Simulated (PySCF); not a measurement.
The dipole of 2-thiophenemethanol (`OCc1cccs1`) from its density and from atomic charges.

Coordinates (GFN2-xTB, Å) and charges (e) from the PBE0/pcSseg-1 density (PySCF):

```json
{"atom": "O1", "x": "-2.481", "y": "-0.433", "z": "-0.655", "Mulliken": "-0.4464", "IAO": "-0.5448", "Hirshfeld": "-0.2383", "ESP-fitted": "-0.6005"}
{"atom": "C2", "x": "-1.773", "y": "0.335", "z": "0.295", "Mulliken": "+0.2053", "IAO": "-0.0555", "Hirshfeld": "-0.0053", "ESP-fitted": "+0.1565"}
{"atom": "C3", "x": "-0.295", "y": "0.115", "z": "0.225", "Mulliken": "-0.4955", "IAO": "-0.1718", "Hirshfeld": "-0.0356", "ESP-fitted": "-0.1638"}
{"atom": "C4", "x": "0.610", "y": "0.719", "z": "-0.591", "Mulliken": "+0.0193", "IAO": "-0.1817", "Hirshfeld": "-0.0715", "ESP-fitted": "-0.0775"}
{"atom": "C5", "x": "1.923", "y": "0.223", "z": "-0.428", "Mulliken": "-0.0488", "IAO": "-0.1811", "Hirshfeld": "-0.0718", "ESP-fitted": "-0.2732"}
{"atom": "C6", "x": "1.997", "y": "-0.757", "z": "0.506", "Mulliken": "-0.2637", "IAO": "-0.3182", "Hirshfeld": "-0.0845", "ESP-fitted": "-0.1902"}
{"atom": "S7", "x": "0.466", "y": "-1.095", "z": "1.209", "Mulliken": "+0.2673", "IAO": "+0.3127", "Hirshfeld": "+0.0948", "ESP-fitted": "+0.0322"}
{"atom": "H8", "x": "-2.289", "y": "-1.366", "z": "-0.507", "Mulliken": "+0.2248", "IAO": "+0.3470", "Hirshfeld": "+0.1559", "ESP-fitted": "+0.4101"}
{"atom": "H9", "x": "-2.004", "y": "1.375", "z": "0.054", "Mulliken": "+0.1256", "IAO": "+0.1631", "Hirshfeld": "+0.0540", "ESP-fitted": "+0.0943"}
{"atom": "H10", "x": "-2.134", "y": "0.116", "z": "1.310", "Mulliken": "+0.1069", "IAO": "+0.1279", "Hirshfeld": "+0.0335", "ESP-fitted": "+0.0525"}
{"atom": "H11", "x": "0.346", "y": "1.495", "z": "-1.287", "Mulliken": "+0.0841", "IAO": "+0.1636", "Hirshfeld": "+0.0579", "ESP-fitted": "+0.1673"}
{"atom": "H12", "x": "2.772", "y": "0.583", "z": "-0.981", "Mulliken": "+0.0945", "IAO": "+0.1644", "Hirshfeld": "+0.0566", "ESP-fitted": "+0.1899"}
{"atom": "H13", "x": "2.857", "y": "-1.310", "z": "0.832", "Mulliken": "+0.1265", "IAO": "+0.1746", "Hirshfeld": "+0.0546", "ESP-fitted": "+0.2026"}
```

Form Σ q r in debye for every column and set it beside the full dipole.

The full density gives (1.20, -0.23, 0.61) D, 1.37 D in size; dipole vectors point from the negative to the positive end.

| scheme | μx | μy | μz | size (D) | share of the full size (%) | angle to the full dipole (°) |
| --- | --- | --- | --- | --- | --- | --- |
| Mulliken | 0.31 | 0.04 | 1.82 | 1.84 | 135 | 54 |
| IAO | 0.81 | -0.95 | 2.29 | 2.61 | 191 | 43 |
| Hirshfeld | 0.49 | -0.46 | 0.84 | 1.07 | 79 | 35 |
| ESP-fitted | 1.18 | -0.21 | 0.68 | 1.38 | 101 | 3 |

Which set comes closest?

Length of the difference vector: ESP-fitted 0.07 D, Hirshfeld 0.78 D, Mulliken 1.52 D, IAO 1.87 D. Closest: ESP-fitted. The schemes that divide the density aren't constrained to reproduce the dipole.

What is left for the Hirshfeld atoms' own dipoles?

The Hirshfeld atoms' densities add up to the full density, so μ = Σ q r + Σ (atomic dipoles). The atomic dipoles sum to (1.20, -0.23, 0.61) − (0.49, -0.46, 0.84) = (0.71, 0.23, -0.23) D, 0.78 D in size.

With the origin at the mean of the coordinates, (0.000, 0.000, -0.001) Å, which are the largest single terms, by size, of the IAO dipole along the direction of the full one?

O1 +6.27, H8 -3.34, C6 -3.22, H13 +2.60, S7 +1.71 D; all 13 atoms together +1.90 D. The single terms depend on the origin, their sum doesn't.

Give the size of the full dipole in other units.

1.37 D = 0.537 au = 0.284 e·Å = 4.56 × 10⁻³⁰ C·m.

Isolated species at its GFN2-xTB geometry (one conformer only).

Conformer computed: `[OH:1][CH2:2][c:3]1[cH:4][cH:5][cH:6][s:7]1`: O1–C2–C3–C4 85°, H–O1–C2–C3 59°.
